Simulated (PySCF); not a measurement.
The same groups moved round the core (propene chloro+silyl). Gas-phase values, no solvent. One relaxed conformer stands for each flexible species; it need not be the lowest. Strings in code marks are SMILES.

The S1 excitation (TDA) from two functionals at the same geometries (CAM-B3LYP-D3(BJ)/def2-TZVP), both in PySCF: PBE-D3(BJ)/def2-TZVP and CAM-B3LYP-D3(BJ)/def2-TZVP. Excitations are Tamm–Dancoff values on a coarser integration grid. The basis has no diffuse functions, so Rydberg states are missing or too high.

| species | PBE-D3(BJ)/def2-TZVP (eV) | CAM-B3LYP-D3(BJ)/def2-TZVP (eV) |
|---|---|---|
| `C/C([SiH3])=C/Cl` | 5.97 | 6.59 |
| `C/C=C(/[SiH3])Cl` | 5.84 | 6.64 |
| `C(/C)=C(\Cl)[SiH3]` | 5.57 | 6.28 |
| `[SiH3]C/C=C/Cl` (Si–C–C–C torsion 109°) | 5.61 | 6.58 |

Over these rows, drawn at random from the members with no instability flagged (it was tested for open shells, ions and some series alone), PBE minus CAM-B3LYP-D3(BJ): mean -0.77 eV, from -0.97 eV to -0.61 eV.
